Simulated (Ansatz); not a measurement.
`F[Si](F)(F)[GeH3]` → `F[SiH](F)F` + `[GeH2]` at 298.15 K and 1 bar (germylene loss).

Calculated with Ansatz (gas phase, PBE0-D4/def2-TZVP geometries, no zero-point term in ΔE). CCSD(T)/CBS is the MP2 limit (def2-TZVPP, def2-QZVPP) plus CCSD(T) − MP2 in def2-TZVPP, frozen cores. For Ge outer-core shells are correlated without core-valence functions, which leaves a few kJ/mol of doubt a bond. Scalar relativity is left out up to krypton.

| species | CCSD(T)/CBS energy (Eh) | H − E (kJ/mol) | S (J/(mol·K)) |
| --- | --- | --- | --- |
| `F[Si](F)(F)[GeH3]` | -2666.58098 | 108.5 | 354.6 |
| `F[SiH](F)F` | -589.26725 | 60.9 | 277.9 |
| `[GeH2]` | -2077.24753 | 38.7 | 220.4 |

H − E and S are ideal-gas, rigid-rotor, harmonic terms from PBE0-D4/def2-TZVP. 1 Eh = 2625.50 kJ/mol, R = 8.31446 J/(mol·K).

Problem. By hand: ΔE, ΔH, ΔS and ΔG.

Solution. ΔE = (-589.26725) + (-2077.24753) − (-2666.58098) = 0.06620 Eh = 173.8 kJ/mol. Δ(H − E) = 60.9 + 38.7 − 108.5 = -8.9, so ΔH = 164.9 kJ/mol. ΔS = 277.9 + 220.4 − 354.6 = 143.7 J/(mol·K). ΔG = 164.9 − 298.15 × (143.7)/1000 = 122.1 kJ/mol.

Problem. By hand: the equilibrium constant, and the temperature at which ΔG would vanish if ΔH and ΔS stayed fixed.

Solution. log₁₀ K = −ΔG/(RT ln 10) = -21.4. ΔG = 0 at ΔH/ΔS = 1148 K.

The number of gas molecules changes by +1, which sets the sign of ΔS. A doubt of 5 kJ/mol in ΔE shifts log₁₀ K by 0.9 here. These are equilibria of isolated gas molecules and say nothing of rates. Largest T1 diagnostic: 0.012 (customary marks: 0.02 for closed shells, 0.045 for open ones).
